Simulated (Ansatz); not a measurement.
The cluster Cs₅⁺: single points at one geometry.

```yaml
crystal:
  periodic: [false, false, false]
  atoms:
    - {symbol: Cs, position_ang: [3.364686, 5.001659, 0.083488]}
    - {symbol: Cs, position_ang: [-1.636262, 3.910513, 0.054429]}
    - {symbol: Cs, position_ang: [1.486293, -0.420476, -0.002090]}
    - {symbol: Cs, position_ang: [-3.448892, -2.469455, -0.090299]}
    - {symbol: Cs, position_ang: [0.234175, -6.022241, -0.045528]}
basis:
  gaussian: {orbitals: def2-TZVP, initial_orbitals: start.molden}
total_charge: 1
hamiltonian: {xc: lda}
scf: {omitted_lower_state_checks: [starts]}
output: {orbitals: {seedname: orbitals}}
```

The file start.molden holds the orbitals of an earlier run on this structure, at another level or in another basis.

```sh
$ ansatz run in.yaml --threads 4 --pin off --events-out ev --progress --plain --max-ram 3916MiB
```

It prints (some lines left out):

```
Functional definition: SPW92
1590 factors; their error is unknown
mean field evaluation 1: about -2729.3671 eV, gradient 4.5e0 eV
mean field evaluation 2: about -2729.5132 eV, gradient 1.4e-1 eV
mean field evaluation 4: about -2729.5001 eV, gradient 1.4e-3 eV
mean field -2729.50008915 eV, -100.3072781545 hartree, gradient 1.9e-5 eV, S^2 0.000000; 0 other end points of the search recorded, 0 dependent functions left out
reference -2729.50018627 eV, -100.3072817237 hartree; 22, 22 occupied and 123, 123 virtual orbitals, 1590 factors
Total energy: -2729.50018627 eV, -100.3072817237 hartree
Checks for a lower state left out: starts
```

Run time 1.8 s (4 threads of Arm Neoverse V2 on a shared host).

As the first input, with `hamiltonian: {xc: r2scan}` (abridged; 9.5 s):

```
Functional definition: r2SCAN
mean field -2739.66561904 eV, -100.6808544877 hartree, gradient 1.9e-5 eV, S^2 0.000000
Total energy: -2739.66564923 eV, -100.6808555973 hartree
Checks for a lower state left out: starts
```

First input, but with `gaussian: {orbitals: def2-TZVPP, initial_orbitals: start.molden}`, `correlation: {method: ccsd_t}` and without the key `hamiltonian` (abridged; 2.8 min):

```
Functional definition: HF
mean field evaluation 16: about -2696.4874 eV, gradient 7.8e0 eV
mean field evaluation 32: about -2697.1099 eV, gradient 6.0e-2 eV
mean field evaluation 64: about -2696.6438 eV, gradient 2.1e-1 eV
mean field -2698.83316394 eV, -99.1802894398 hartree, gradient 4.3e-6 eV, S^2 0.000000; 2 other end points of the search recorded, 0 dependent functions left out; unrestricted orbitals would lower it
mean field evaluation 96: about -2698.9729 eV, gradient 5.4e-1 eV
determinant -2698.83316394 eV, -99.1802894398 hartree, with singles and doubles -2720.55761426 eV, -99.9786482638 hartree
determinant -2697.11015836 eV, -99.1169701529 hartree, with singles and doubles -2719.26414855 eV, -99.9311142757 hartree
determinant -2696.64383951 eV, -99.0998332510 hartree, with singles and doubles -2719.43640686 eV, -99.9374446517 hartree
second order -19.91437011 eV of doubles, -0.00000000 eV of singles
cycle   1  -21.69003546 eV  change   -1.7e-1 eV  update   5.2e-2
cycle   2  -21.71715459 eV  change   -2.7e-2 eV  update   1.5e-2
cycle   3  -21.71795108 eV  change   -8.0e-4 eV  update   7.1e-3
cycle   4  -21.71886111 eV  change   -9.1e-4 eV  update   2.4e-3
cycle   5  -21.71911817 eV  change   -2.6e-4 eV  update   1.0e-3
cycle   6  -21.71908457 eV  change    3.4e-5 eV  update   4.7e-4
cycle   7  -21.71904347 eV  change    4.1e-5 eV  update   2.3e-4
cycle   8  -21.71907062 eV  change   -2.7e-5 eV  update   8.8e-5
cycle   9  -21.71908056 eV  change   -9.9e-6 eV  update   4.3e-5
perturbative correction -0.74531190 eV, -0.0273897072 hartree
Total energy: -2721.29755640 eV, -100.0058406359 hartree
Checks for a lower state left out: starts
```

As the first input, with `hamiltonian: {xc: {name: r2SCANh}}` (abridged; 9.5 s):

```
Functional definition: r2SCANh
mean field -2738.74977080 eV, -100.6471976855 hartree, gradient 2.1e-5 eV, S^2 0.000000
Total energy: -2738.74979893 eV, -100.6471987194 hartree
Checks for a lower state left out: starts
```

First input, but with `hamiltonian: {xc: pbe0}` (abridged; 3.9 s):

```
Functional definition: PBE0
mean field -2738.68976217 eV, -100.6449924093 hartree, gradient 1.8e-5 eV, S^2 0.000000
Total energy: -2738.68982841 eV, -100.6449948435 hartree
Checks for a lower state left out: starts
```

First input, but with `hamiltonian: {xc: pbe}`, `output: {forces: true, orbitals: {seedname: orbitals}}` (abridged; 3.7 s):

```
Functional definition: PBE
mean field -2739.77317670 eV, -100.6848071587 hartree, gradient 2.5e-5 eV, S^2 0.000000
Total energy: -2739.77326814 eV, -100.6848105190 hartree
Atom 0 force    -0.036975    -0.024621    -0.000508 eV/Å
Atom 1 force     0.046909     0.000883     0.000221 eV/Å
Atom 2 force    -0.031382     0.008513     0.000092 eV/Å
Atom 3 force     0.039862    -0.025041     0.000364 eV/Å
Atom 4 force    -0.018414     0.040266    -0.000169 eV/Å
Dipole moment:     0.133478    -0.036875     0.002457 e Å
Checks for a lower state left out: starts
```

Geometry: r2SCAN/def2-TZVP.

In the def2 sets Cs takes a core potential; there is no spin–orbit coupling. Correlated methods freeze no core orbitals; core or outer-core shells of Cs are correlated, in sets that lack core-valence functions. The restricted singlet is unstable towards broken spin symmetry in Hartree–Fock (as tested in another run); at LDA (SPW92)/def2-TZVP, r2SCAN/def2-TZVP, r2SCANh/def2-TZVP, PBE0/def2-TZVP and others this wasn't settled. At CCSD(T)/def2-TZVPP the restricted singlet (for correlated methods, its reference) is unstable: a solution with broken spin symmetry lies lower. The structure comes from a short search, and lower isomers may exist.
